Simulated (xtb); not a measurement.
Sn(OH)(NH2)3 (H₇N₃OSn), SMILES [NH2][Sn]([NH2])([NH2])[OH]. All values are semi-empirical tight-binding results from xtb (GFN2-xTB unless named), good for trends rather than for accurate numbers. The structure is a stationary point at GFN2-xTB. Other conformers were not sampled.

Optimised geometry:

Bonds (Å): N1–Sn2 2.019, N1–H6 1.014, N1–H7 1.013, Sn2–N3 2.016, Sn2–N4 2.024, Sn2–O5 1.961, N3–H8 1.014, N3–H9 1.014, N4–H10 1.014, N4–H11 1.014, O5–H12 0.956. Bond angles (°): Sn2–N1–H6 110.9, Sn2–N1–H7 111.3, H6–N1–H7 105.6, N1–Sn2–N3 114.0, N1–Sn2–N4 108.9, N1–Sn2–O5 106.3, N3–Sn2–N4 111.3, N3–Sn2–O5 104.8, N4–Sn2–O5 111.4, Sn2–N3–H8 111.5, Sn2–N3–H9 110.6, H8–N3–H9 106.4, Sn2–N4–H10 111.4, Sn2–N4–H11 111.0, H10–N4–H11 105.9, Sn2–O5–H12 114.6.

For metal compounds this method's bond lengths and energies can be far off.

The orbital gap is 4.07 eV and the zero-point energy comes out as 53.0 kcal/mol. The G − E(el) at 298.15 K (modified RRHO) comes out as 30.7 kcal/mol.

Computed atomic charges and the Wiberg bond orders between heavy atoms:
charges (e) N1 -0.40, Sn2 0.41, N3 -0.39, N4 -0.40, O5 -0.52, H6 0.17, H7 0.16, H8 0.17, H9 0.17, H10 0.16, H11 0.16, H12 0.30. Bond orders N1–Sn2 0.81, Sn2–N3 0.81, Sn2–N4 0.80, Sn2–O5 0.84.
